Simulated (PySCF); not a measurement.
**Radial density of I²⁺ (iodine, charge +2)**

wB97M-V, [Kr] 4d10 5s2 5p3, high-spin 4S determinant. Computed with PySCF 2.14 in ANO-RCC-VTZP (7s6p4d2f1g, 68 functions), with the spin-free X2C one-electron Hamiltonian (Gaussian nucleus).

```tsv
r (bohr)	4πr²ρ (e/bohr)	4πr²(ρα − ρβ)
0.0236	66.73	0.0202
0.0397	59.79	0.0585
0.0668	82.60	0.0724
0.112	78.17	-0.0106
0.189	66.82	0.1082
0.318	59.52	0.0353
0.535	24.27	0.3035
0.900	22.26	-0.0098
1.51	5.645	1.3454
2.55	1.865	1.2490
4.28	0.09574	0.0792
7.20	1.793e-05	0.0000
12.1	1.484e-05	0.0000
```

Densities and radii are taken from the X2C orbitals without a picture-change correction, which distorts them close to the nucleus.

**Question.** Where is the radial spin density 4πr²(ρα − ρβ) most negative, and why is it negative at all?

**Answer.** Around r = 0.112 bohr, down to -0.0106 e/bohr: exchange with the open shell polarises the paired shells in an unrestricted calculation.
